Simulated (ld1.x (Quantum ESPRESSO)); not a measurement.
## Configuration tests for gallium (RRKJ)

- Element: gallium
- Generator: ld1.x (Quantum ESPRESSO) 7.5
- Type: norm-conserving RRKJ (Kleinman–Bylander form)
- Functional: LDA (PZ)
- Relativity: scalar-relativistic
- Frozen core: [Ne]
- Valence charge: 21
- Reference configuration: 3s2 3p6 3d10 4s2 4p1
- Partial waves: 3p (bound): rc 0.75 bohr; 3d (bound): rc 1.15 bohr; 3s (bound): rc 0.95 bohr
- Local potential: the s channel
- Core correction: none
- rho0: 0.001

Occupied shells without a wave of their own: 4p, 4s. They enter only through the test configuration that unscreens the potential.

Energies are relative to the spin-unpolarised reference configuration 3s2 3p6 3d10 4s2 4p1; without spin polarisation the order of configurations can differ from experiment. Spin-polarised rows fill each open shell by Hund’s rule, majority spin first.

| valence configuration | charge | ΔE all-electron (eV) | error AE − PS (meV) |
| --- | --- | --- | --- |
| 3s2 3p6 3d10 4s2 4p0 | +1 | 5.888 | -158 |
| 3s2 3p6 3d10 4s1 4p0 | +2 | 27.391 | -1403 |
| 3s2 3p6 3d10 4s0 4p0 | +3 | 58.991 | -3140 |
| 3s2 3p6 3d9 4s2 4p2 | 0 | 20.402 | +296 |
| 3s2 3p6 3d10 4s2 4p1.3 | -0.3 | -0.578 | +25 |
| 3s2 3p6 3d10 4s1 4p1 | +1 | 13.338 | -999 |
| 3s2 3p5 3d10 4s2 4p1 | +1 | 108.023 | -98 |
| 3s2 3p6 3d10 4s2 4p1 (spin-polarised) | 0 | -0.134 | +4.4 |

Task: What are ΔE and the potential's error for 3s2 3p6 3d10 4s1 4p0 (spin-polarised)?

Result: ΔE = 27.084 eV all-electron; the error (AE − PS) is -1407 meV.

Levels in the configuration 3s2 3p6 3d10 4s1 4p0:

```json
{"level": "3s", "all-electron (eV)": "-167.905", "pseudo (eV)": "-168.609"}
{"level": "3p", "all-electron (eV)": "-119.129", "pseudo (eV)": "-119.816"}
{"level": "3d", "all-electron (eV)": "-39.736", "pseudo (eV)": "-40.403"}
{"level": "4s", "all-electron (eV)": "-26.477", "pseudo (eV)": "-27.948"}
```

The 4p, 4s levels have no wave, so the channel is fitted at the deeper level alone: the likely source of the large errors.

The potential misses its own reference levels by up to 0.8 eV.
